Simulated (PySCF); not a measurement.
SeF3, SMILES F[Se](F)F, multiplicity 2.

Coordinates come from a B3LYP-D3(BJ)/def2-SVP optimisation. The multiplicity is an assumed one; other spin states were not compared. The isomer is the one that the SMILES or the coordinates give; other isomers of the formula were not compared.

All values below come from PBE/def2-TZVPD in PySCF.

```json
{
 "total_energy": "-2700.55281 hartree",
 "point_group": "Cs",
 "α spin, highest occupied and lowest empty level": "-7.13 and -3.58 eV",
 "β spin, highest occupied and lowest empty level": "-8.84 and -5.96 eV",
 "dipole_moment": "1.35 D",
 "quadrupole, principal values (traceless, Buckingham form, about the centre of nuclear charge)": "-7.92, 3.18, 4.75 D·Å",
 "mean_static_polarisability": "35.1 bohr³ (5.20 Å³)",
 "polarisability_principal_values": "26.0, 32.5, 46.6 bohr³",
 "⟨S²⟩": "0.752 (pure state 0.75)"
}
```
